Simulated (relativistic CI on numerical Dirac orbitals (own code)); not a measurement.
Computed by Dirac-Coulomb-Breit CI, KLI orbitals optimised for each configuration, a model potential for QED, unscaled Slater integrals (own radial code, finite nucleus).

The strongest absorption lines from the ground level of an ion, among the configurations computed and to levels below about 36200 eV (vacuum wavelength in nm, gf): 0.03425 (0.01), 0.03467 (0.018), 0.03547 (0.038), 0.03551 (0.015), 0.03733 (0.1), 0.03745 (0.042), 0.04385 (0.51), 0.04442 (0.23).

Task: Which ion is it?
A. Te⁵⁰⁺
B. Nd⁵⁸⁺
C. Ba⁵⁴⁺
D. Cd⁴⁶⁺

Result: A. Te⁵⁰⁺ has 2 electrons and the ground level 1s² ¹S0; the strongest line goes to 1s2p ¹P°1. The pattern of lines fixes the number of electrons, and along that sequence the line energies rise steadily with the charge (about as its square where n changes within one kind of shell, about linearly where n is kept but much faster in heavy ions where fine structure, which grows about as Z⁴, sets the gap, and irregularly where shells cross), which fixes Z. Configurations outside the model, such as inner-shell arrays, can give stronger lines. At this charge energies of transitions that change n are usually good to better than 1 %, and those within a shell (Δn = 0) to a few per cent.

LS names give the leading component of a level, which can be under half, so a name can repeat, a term be missing and a line seem to break the LS rules.
